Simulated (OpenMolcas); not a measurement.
# Ba: effect of the active space

| Item | Value |
| --- | --- |
| Program | OpenMolcas |
| Method | CASSCF |
| Basis | ANO-RCC-VTZP |
| Scalar Hamiltonian | DKH2, point nucleus |
| Spin-orbit coupling | state interaction with AMFI integrals over the reference wave functions, term energies averaged over their components |

A. 2 electrons in 4 orbitals (6s 6p); 2S+1 = 3 even, 3 roots; 2S+1 = 1 even, 6 roots; 2S+1 = 3 odd, 3 roots; 2S+1 = 1 odd, 3 roots; cost of the order of 19 core-seconds
B. 2 electrons in 8 orbitals (6s 6p 7s 7p); 2S+1 = 3 even, 1 root; 2S+1 = 1 even, 7 roots; 2S+1 = 3 odd, 3 roots; 2S+1 = 1 odd, 3 roots; cost about 27 core-seconds
C. 2 electrons in 9 orbitals (5d 6s 6p); 2S+1 = 3 even, 18 roots; 2S+1 = 1 even, 21 roots; 2S+1 = 3 odd, 18 roots; 2S+1 = 1 odd, 18 roots; cost about 50 core-seconds

Energies in eV above 6s² ¹S₀, the measured ground level; measured values from NIST Handbook of Basic Atomic Spectroscopic Data.

```
     Level       A       B       C  Measured
   6s² ¹S₀  0.0000  0.0000  0.0000    0.0000
6s 6p ³P°₀  1.2689  1.3782  1.3661    1.5208
6s 6p ³P°₁  1.3017  1.4110  1.3898    1.5667
6s 6p ³P°₂  1.3689  1.4781  1.4400    1.6756
6s 6p ¹P°₁  2.8327  2.9506  2.2742    2.2392
```

Deviations, from unrounded energies. A percentage is the sum of absolute deviations over the sum of measured energies, with the sign that they share, or ± where signs differ.

```json
{"Against measurement": "mean absolute deviation (cm-1)", "Levels": "4", "A": "2900", "B": "2400", "C": "1200"}
{"Against measurement": "other configurations (%)", "Levels": "4", "A": "±20.2", "B": "±17.2", "C": "±8.6"}
```

C lies closest to measurement on these levels and A furthest from it. The largest miss of C in the table is 6s 6p ³P°₂, by -1900 cm-1. The ranking rests on the paired levels alone, and a cruder setting can come out closer through cancelling errors.

Among A to C the level of the table that moves most is 6s 6p ¹P°₁, by 5500 cm-1 (lowest in C, highest in B).

The run also gave levels led by 6s 7s, which use shells meant for correlation; these and all levels above them are left out (holds for B). Computed and measured levels are paired by configuration, term and J; levels that our copy of the source lacks, or whose pairing is in doubt (as where it misses far off the trend of its configuration), stay unpaired and out of the deviations. Only configurations of the active space appear. The table leaves out levels that lie high or whose names do not pair safely across all columns.

° marks odd parity.
